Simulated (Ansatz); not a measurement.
Consider the atomization: `[I][Sn]([I])([I])[I]` → 4 I• + Sn•.

Gas-phase electronic energies from Ansatz, PBE0-D4/def2-TZVP geometries. CBS: MP2 limit from def2 TZ/QZ plus the TZ coupled-cluster correction, frozen cores. Functionals use def2-TZVPP. No spin–orbit coupling; open shells (•) take unrestricted orbitals. Spin–orbit coupling would lower the free atoms: strongly for I, Sn. def2 core potentials past Kr. Bonds to I, Sn are less sure, by a few kJ/mol each and by 10 to 20 or more in all where they break to atoms, as the def2 sets lack core-valence functions.

(1) What is ΔE at CCSD(T)/CBS? (Estimate.)

(2) What do these levels give: LDA (SPW92), CAM-B3LYP, HF/def2-TZVPP, SCS-MP2/def2-TZVPP, HF/def2-QZVPP, MP2/CBS(def2)? (An estimate is asked.)

Largest T1 diagnostic among the species: 0.011.

Results:

(1) Ansatz gave: +1035.3 kJ/mol.

(2) Computed: LDA (SPW92) 1174.5, CAM-B3LYP 879.5, HF/def2-TZVPP 590.9, SCS-MP2/def2-TZVPP 937.8, HF/def2-QZVPP 597.3, MP2/CBS(def2) 1113.6 kJ/mol.

From BLYP to BHLYP (50 % exact exchange), in def2-TZVPP and without D4, ΔE moves by −12.7 kJ/mol: exact exchange takes away binding that semilocal exchange gives to molecules. At CCSD(T), def2-SVP lies −200.1 kJ/mol from the extrapolated value and def2-TZVPP −111.4 kJ/mol: correlation converges slowly with the basis, and small sets miss more of it in the bonded molecule than in its fragments.

For atomizations the MP2-based limit and the directly extrapolated one differ by several kJ/mol either way, and by 10 to 25 for some Ge, Se and Sn compounds, so smaller differences from it don't rank the levels.
